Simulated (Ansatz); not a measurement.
Start from `C=NCNC` and change one atom or group to get `C=NC[O][SbH2]`.

Ansatz, PBE0-D4/def2-TZVP geometries, multiplicity 1. Each molecule was computed in one conformer, which needn't be the lowest.

Elements past krypton have def2 core potentials.  Spin–orbit coupling is left out; it splits and shifts lone-pair levels of the heavy atoms by tenths of an eV.

```json
{"property": "HOMO–LUMO gap (PBE/def2-TZVPP) / eV", "`C=NCNC`": "3.73"}
{"property": "LUMO energy (PBE0/def2-TZVPP) / eV", "`C=NCNC`": "-0.39"}
{"property": "HOMO energy (PBE0/def2-TZVPP) / eV", "`C=NCNC`": "-6.65"}
{"property": "size of the dipole moment (ωB97M-V/def2-TZVPP) / D", "`C=NCNC`": "1.20"}
{"property": "LUMO energy (B3LYP/def2-TZVPP) / eV", "`C=NCNC`": "-0.67"}
{"property": "HOMO–LUMO gap (PBE0/def2-TZVPP) / eV", "`C=NCNC`": "6.26"}
```

Give the same properties after the change, and the shifts. (Best estimate.)

Computed: 
```csv
property,`C=NC[O][SbH2]`,shift
HOMO–LUMO gap (PBE/def2-TZVPP) / eV,3.79,0.06
LUMO energy (PBE0/def2-TZVPP) / eV,-1.28,-0.89
HOMO energy (PBE0/def2-TZVPP) / eV,-7.36,-0.71
size of the dipole moment (ωB97M-V/def2-TZVPP) / D,1.98,0.78
LUMO energy (B3LYP/def2-TZVPP) / eV,-1.51,-0.84
HOMO–LUMO gap (PBE0/def2-TZVPP) / eV,6.08,-0.18
```

With PBE0 the HOMO falls by 0.71 eV and the LUMO falls by 0.89 eV, so the gap narrows by about 0.18 eV. PBE moves the HOMO by -0.63 eV and ωB97M-V by -0.67 eV. Dipoles are sizes alone; their direction can turn.

B3LYP here is the variant with VWN-RPA as its local correlation; programs differ in this.
